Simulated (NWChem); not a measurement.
System: SiH2O2F2; SMILES O[Si](F)(F)O

Here is an NWChem input.

```
start job
memory heap 200 mb stack 900 mb global 1100 mb
geometry units angstroms noautosym nocenter noautoz
  O     -0.077617    -1.314833     0.964336
  Si     0.000003     0.000002     0.012965
  O      0.077623     1.314832     0.964333
  F     -1.272428     0.030575    -0.970173
  F      1.272433    -0.030583    -0.970176
  H     -0.520045    -2.093270     0.615146
  H      0.520038     2.093277     0.615146
end
basis spherical
  O library 6-31g*
  Si library 6-31g*
  F library 6-31g*
  H library 6-31g*
end
dft
  xc m06-2x
  iterations 150
end
cosmo
  do_cosmo_smd true
  solvent methanol
end
task dft energy
```

NWChem printed, in part:

```
             Northwest Computational Chemistry Package (NWChem) 7.3.0
             --------------------------------------------------------

                             Geometry "geometry" -> ""
                             -------------------------

 Output coordinates in angstroms (scale by  1.889725989 to convert to a.u.)

  No.       Tag          Charge          X              Y              Z
 ---- ---------------- ---------- -------------- -------------- --------------
    1 O                    8.0000    -0.07761700    -1.31483300     0.96433600
    2 Si                  14.0000     0.00000300     0.00000200     0.01296500
    3 O                    8.0000     0.07762300     1.31483200     0.96433300
    4 F                    9.0000    -1.27242800     0.03057500    -0.97017300
    5 F                    9.0000     1.27243300    -0.03058300    -0.97017600
    6 H                    1.0000    -0.52004500    -2.09327000     0.61514600
    7 H                    1.0000     0.52003800     2.09327700     0.61514600

 Effective nuclear repulsion energy (a.u.)     267.2350883932

                                 NWChem DFT Module
                                 -----------------

 Summary of "ao basis" -> "ao basis" (spherical)
 ------------------------------------------------------------------------------
       Tag                 Description            Shells   Functions and Types
 ---------------- ------------------------------  ------  ---------------------
 O                           6-31g*                  6       14   3s2p1d
 Si                          6-31g*                  8       18   4s3p1d
 F                           6-31g*                  6       14   3s2p1d
 H                           6-31g*                  2        2   2s

 in cosmo_initialize ...
 calling solv_data for solv:methanol

 solvent parameters
 solvname_short: methanol
 solvname_long:  methanol
 dielec:       32.6130
 dielecinf:     1.7657
 nonaqueous SMD model solvent descriptors
 dielec:       32.6130
 sola:          0.4300
 solb:          0.4700
 solc:          0.0000
 solg:         31.7700
 solh:          0.0000
 soln:          1.3288

          ---------------
          -cosmo- solvent
          ---------------
 Cosmo: York-Karplus, doi: 10.1021/jp992097l
 dielectric constant -eps-     =  32.61
 screen = (eps-1)/(eps    )    =   0.96934
 surface charge correction     = lagrangian

   van der Waals surface
 --------------------------

 ---------- ATOMIC COORDINATES (A.U.) ------------ VDWR(ANG.) --
     1   -0.14667486   -2.48467409    1.82233080     1.520
     2    0.00000567    0.00000378    0.02450030     2.470
     3    0.14668620    2.48467220    1.82232513     1.520
     4   -2.40454026    0.05777837   -1.83336113     1.730
     5    2.40454971   -0.05779349   -1.83336680     1.730
     6   -0.98274255   -3.95570672    1.16245738     1.200
     7    0.98272932    3.95571995    1.16245738     1.200
 number of segments per atom =        128
 number of   points per atom =        128
 atom (   nspa,  nppa )
 ----------------------
    1 (     41,     0 )       0
    2 (     74,     0 )       0
    3 (     41,     0 )       0
    4 (     66,     0 )       0
    5 (     66,     0 )       0
    6 (     59,     0 )       0
    7 (     59,     0 )       0
 number of -cosmo- surface points =      406
 molecular surface =    103.821 angstrom**2
 molecular volume  =     86.056 angstrom**3
 -lineq- algorithm             =   0
 -bem- low  level              =   3
 -bem- from -octahedral-
 gaussian surface charge width =   4.50000
 degree of switching           =   1.00000
 switching function tolerance  =   0.00010
 atomic radii =
 --------------
    1  8.000  1.520
    2 14.000  2.470
    3  8.000  1.520
    4  9.000  1.730
    5  9.000  1.730
    6  1.000  1.200
    7  1.000  1.200
 ...... end of -cosmo- initialization ......

 nat:                     7
 ixmem:                  2814
 calling mnsol_interface()
 G(SMD-CDS) energy (kcal/mol)  =     1.543
 SMD-CDS SASA (angstrom**2)    =   121.473

[...]

                                COSMO-SMD solvation results
                                ---------------------------

             internal energy in gas <Psi(g)|H|Psi(g)> =      -640.879881022952
         internal energy in solvent <Psi(s)|H|Psi(s)> =      -640.877551993024
                               delta internal energy  =         0.002329029928 (    1.46 kcal/mol)
   total free energy in solvent <Psi(s)|H+V/2|Psi(s)> =      -640.900522354937
 polarization energy contribution <Psi(s)|V/2|Psi(s)> =        -0.022970361913 (  -14.41 kcal/mol)
    total free energy in solvent including G(SMD-CDS) =      -640.898063928127
                       G(SMD-CDS) energy contribution =         0.002458426810 (    1.54 kcal/mol)
     1 M fixed-concentration free energy of solvation =        -0.018182905175 (  -11.41 kcal/mol)

                       DFT Final Molecular Orbital Analysis
                       ------------------------------------

 Vector   23  Occ=2.000000D+00  E=-4.591427D-01
              MO Center= -1.2D-05, -1.1D-04,  6.7D-01, r^2= 2.9D+00
   Bfn.  Coefficient  Atom+Function         Bfn.  Coefficient  Atom+Function
  ----- ------------  ---------------      ----- ------------  ---------------
     5      0.333446  1 O  pz                37     -0.333410  3 O  pz
     9      0.237150  1 O  pz                41     -0.237124  3 O  pz
     3      0.175808  1 O  px                35      0.175800  3 O  px
    50     -0.176462  4 F  py                64     -0.176457  5 F  py
    22      0.173564  2 Si py                54     -0.130814  4 F  py

 Vector   24  Occ=2.000000D+00  E=-4.341964D-01
              MO Center=  1.2D-05,  2.8D-04,  7.5D-01, r^2= 2.6D+00
   Bfn.  Coefficient  Atom+Function         Bfn.  Coefficient  Atom+Function
  ----- ------------  ---------------      ----- ------------  ---------------
     3      0.322450  1 O  px                35      0.322557  3 O  px
     7      0.247598  1 O  px                39      0.247682  3 O  px
     5     -0.217431  1 O  pz                37      0.217452  3 O  pz
     9     -0.166078  1 O  pz                41      0.166095  3 O  pz
     4     -0.150175  1 O  py                36     -0.150203  3 O  py

 Vector   25  Occ=2.000000D+00  E=-4.283928D-01
              MO Center= -6.6D-06, -2.9D-04,  8.3D-01, r^2= 2.5D+00
   Bfn.  Coefficient  Atom+Function         Bfn.  Coefficient  Atom+Function
  ----- ------------  ---------------      ----- ------------  ---------------
     3      0.401875  1 O  px                35     -0.401793  3 O  px
     7      0.317779  1 O  px                39     -0.317716  3 O  px
     4     -0.117939  1 O  py                36      0.117896  3 O  py
    50     -0.111450  4 F  py                64      0.111470  5 F  py
     5     -0.109357  1 O  pz                37     -0.109298  3 O  pz

 Vector   26  Occ=0.000000D+00  E= 7.544476D-02
              MO Center=  5.3D-06,  1.7D-05,  1.8D-01, r^2= 4.8D+00
   Bfn.  Coefficient  Atom+Function         Bfn.  Coefficient  Atom+Function
  ----- ------------  ---------------      ----- ------------  ---------------
    24      1.361428  2 Si s                  6     -0.637826  1 O  s
    38     -0.637833  3 O  s                 76      0.384018  6 H  s
    78      0.384018  7 H  s                 52     -0.315977  4 F  s
    66     -0.315978  5 F  s                 16     -0.183332  2 Si s
     9      0.164244  1 O  pz                41      0.164246  3 O  pz

 Vector   27  Occ=0.000000D+00  E= 1.296016D-01
              MO Center= -6.8D-06, -1.8D-05, -4.4D-03, r^2= 5.9D+00
   Bfn.  Coefficient  Atom+Function         Bfn.  Coefficient  Atom+Function
  ----- ------------  ---------------      ----- ------------  ---------------
    26      0.979590  2 Si py                 6      0.628877  1 O  s
    38     -0.628851  3 O  s                 76     -0.418599  6 H  s
    78      0.418584  7 H  s                  9     -0.186088  1 O  pz
    41      0.186089  3 O  pz                54     -0.158249  4 F  py
    68     -0.158249  5 F  py                 8     -0.151612  1 O  py

 Vector   28  Occ=0.000000D+00  E= 1.482197D-01
              MO Center=  1.1D-05,  1.8D-05, -3.0D-01, r^2= 4.9D+00
   Bfn.  Coefficient  Atom+Function         Bfn.  Coefficient  Atom+Function
  ----- ------------  ---------------      ----- ------------  ---------------
    27      1.161778  2 Si pz                 6     -0.447144  1 O  s
    38     -0.447170  3 O  s                 52      0.385356  4 F  s
    66      0.385327  5 F  s                 24     -0.326389  2 Si s
    76      0.270023  6 H  s                 78      0.270047  7 H  s
    23      0.234792  2 Si pz                53      0.155980  4 F  px

     Multipole analysis of the density
     ---------------------------------

     L   x y z        total         alpha         beta         nuclear
     -   - - -        -----         -----         ----         -------
     0   0 0 0     -0.000000    -25.000000    -25.000000     50.000000

     1   1 0 0     -0.000010     -0.000126     -0.000126      0.000242
     1   0 1 0      0.000032      0.000058      0.000058     -0.000085
     1   0 0 1     -0.259323      0.458031      0.458031     -1.175385

     2   2 0 0    -25.909150    -66.128995    -66.128995    106.348841
     2   1 1 0      3.626576     -3.739219     -3.739219     11.105014
     2   1 0 1     -0.000004      0.000065      0.000065     -0.000133
     2   0 2 0    -16.454147    -73.293599    -73.293599    130.133052
     2   0 1 1      0.000029     -0.000050     -0.000050      0.000129
     2   0 0 2    -28.872817    -72.609962    -72.609962    116.347107
```

Level: M06-2X/6-31G* (spherical d), SMD on the gas-phase geometry. The geometry was optimised at PBE0/def2-SVP. Solvent: methanol.
